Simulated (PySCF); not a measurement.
Compound: C5H7F3.
Geometry (GFN2-xTB, Å), atoms numbered from 1 in this order:
```
atom  x, y, z in Å
F1    -1.0294    1.1601    1.5783
C2    -0.9560    0.8410    0.2362
C3    -1.1160   -0.6705    0.0670
C4     0.2929   -1.2136    0.2951
C5     1.1875   -0.1694   -0.3683
F6     1.4324   -0.5006   -1.6720
F7     2.4195   -0.1067    0.2021
C8     0.4446    1.1700   -0.2887
H9    -1.7481    1.4215   -0.2462
H10   -1.4490   -0.8865   -0.9480
H11   -1.8397   -1.0710    0.7740
H12    0.4533   -2.2005   -0.1342
H13    0.5330   -1.2375    1.3585
H14    0.9612    1.8399    0.3984
H15    0.4095    1.6317   -1.2741
```

Method: TDDFT PBE0/def2-SVPD, vertical, gas phase, core orbitals frozen in the response (PySCF).

Transition dipole moments from the ground state, in atomic units and in the frame of the coordinates above (overall signs are arbitrary), for the states with f of 0.002 or more among the lowest 8:

```json
{"state": "S1", "E (eV)": "8.762", "μx": "-0.081", "μy": "-0.070", "μz": "-0.028"}
{"state": "S2", "E (eV)": "9.030", "μx": "0.253", "μy": "0.029", "μz": "0.062"}
{"state": "S3", "E (eV)": "9.136", "μx": "0.144", "μy": "-0.172", "μz": "0.047"}
{"state": "S4", "E (eV)": "9.348", "μx": "-0.031", "μy": "0.430", "μz": "-0.110"}
{"state": "S6", "E (eV)": "9.549", "μx": "0.090", "μy": "0.135", "μz": "-0.074"}
{"state": "S7", "E (eV)": "9.725", "μx": "0.111", "μy": "0.030", "μz": "0.001"}
{"state": "S8", "E (eV)": "9.810", "μx": "0.084", "μy": "0.064", "μz": "-0.060"}
```

What oscillator strength does each state have?

f = (2/3) ΔE |μ|² with ΔE in hartree (27.2114 eV).

| state | \|μ\|² (au) | \|μ\| (D) | f |
| --- | --- | --- | --- |
| S1 | 0.012 | 0.28 | 0.003 |
| S2 | 0.069 | 0.67 | 0.015 |
| S3 | 0.053 | 0.58 | 0.012 |
| S4 | 0.198 | 1.13 | 0.045 |
| S6 | 0.032 | 0.45 | 0.007 |
| S7 | 0.013 | 0.29 | 0.003 |
| S8 | 0.015 | 0.31 | 0.004 |

Which bond between heavy atoms lies closest to the direction of the S4 transition dipole?

C2–C3, at 23° from it; next C5–C8 at 30°.

What angle do the transition dipoles of S2 and S4 make?

|cos θ| = |μa·μb| / (|μa| |μb|) = 0.02, so θ ≈ 89° (taken between 0 and 90°, since the signs are arbitrary).

How is the summed strength of these states shared among x, y and z?

(2/3) Σ ΔE μα² gives 0.027 for x, 0.056 for y and 0.006 for z, 0.089 in all.

What peak molar absorption coefficient would the strongest computed level give as a lone Gaussian band 0.4 eV wide at half height?

ε(max) = 2.175×10⁸ f / FWHM, with the width in cm⁻¹. S4: 2.175×10⁸ × 0.0453 / 3226 ≈ 3100 L mol⁻¹ cm⁻¹.

One conformer stands for the species.

Without π bonds the low states may be Rydberg-like; a valence basis with one diffuse set may place them up to an eV too high.
